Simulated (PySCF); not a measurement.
**Computed properties of CClF2, SMILES F[C](F)Cl**

CClF2, SMILES Cl[C](F)F (connectivity only; charge and spin as stated), charge +1, multiplicity 1. Coordinates come from a PBE0-D3(BJ)/def2-TZVP optimisation. The multiplicity is an assumed one; other spin states were not compared. The isomer is the one that the SMILES or the coordinates give; other isomers of the formula were not compared. The values are those of a single conformer. All values are computed for the isolated molecule unless a solvent is named; none is compared with measurement here.

**Structure.** The optimised structure has C2v symmetry. All 6 harmonic modes at PBE0-D3(BJ)/def2-TZVP (PySCF) are real, so it is a minimum. With heavy atoms numbered as in [F:1][C:2]([F:3])[Cl:4], the shortest bond between them is F1–C2 at 1.245 Å and the longest C2–Cl4 at 1.611 Å.

**Vibrations.** The strongest infrared lines (harmonic, unscaled, degenerate partners summed) lie at 1456 cm⁻¹ (542 km/mol, C 72 %, F 26 %), 1570 cm⁻¹ (311 km/mol, C 71 %, F 29 %), 843 cm⁻¹ (22 km/mol, F 67 %, Cl 20 %, C 13 %). The softest mode is at 427 cm⁻¹ and the zero-point energy is 7.9 kcal/mol.

**Electronic structure.** PBE0/def2-TZVPD (PySCF) places the frontier levels at -17.78 and -10.23 eV, a gap of 7.55 eV and a mean polarisability of 24.2 bohr³.

**Excitations.** TDA-CAM-B3LYP/def2-SVPD (PySCF) has S1 at 5.51 eV (225 nm, f = 0.000, dark); the most intense of the 10 singlets computed lies at 7.59 eV (f = 0.21). T1 (TDA) is at 5.23 eV, 0.28 eV under S1. No vertical singlet excitation falls in the visible range (under 3.1 eV).

**NMR.** GIAO shifts at B3LYP/pcSseg-2 (PySCF) (non-relativistic, atoms alike by connectivity averaged): ¹³C at 202.1 ppm against TMS; ¹⁹F at 114.0 ppm against CFCl3. Without spin–orbit terms, shifts of atoms bonded to Cl or Br come out too high.
